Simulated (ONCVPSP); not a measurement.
Building the ONCV potential for carbon (C) (PBE, non-relativistic).

* Element: carbon (C)
* Generator: ONCVPSP 4.0.1
* Type: optimised norm-conserving Vanderbilt (ONCV)
* Functional: PBE
* Relativity: non-relativistic
* Frozen core: [He]
* Valence charge: 4
* Reference configuration: 2s2 2p2
* Partial waves: 2s: rc 1.10 bohr, ncon 4, nbas 8, qcut 5.4 1/bohr, 1 projector; 2p: rc 2.05 bohr, ncon 5, nbas 9, qcut 6.2 1/bohr, 1 projector; d scattering state at 0.33 Ha: rc 1.80 bohr, ncon 3, nbas 7, qcut 5.7 1/bohr, 2 projectors, debl 3.3 Ha
* Local potential: polynomial inside 0.75 bohr (lpopt 2, dvloc0 0 Ha)
* Core correction: Teter function, fcfact 4.5, rcfact 1.15

- Cutoffs needed: 31 Ha and 125 Ha (the cutoffs (Ha) at which the residual kinetic energy of the hardest occupied pseudo-wave falls to 1 and 0.1 mHa per electron)
- Ghost test: no bound ghost flagged; no localised positive-energy state flagged
- Largest excitation error: +688 meV (all-electron minus pseudo) for 2s1 2p0, out of 4 test configurations
- rms error of d²Exc/dni dnj: 1.97 mHa without and 2.28 mHa with the model core
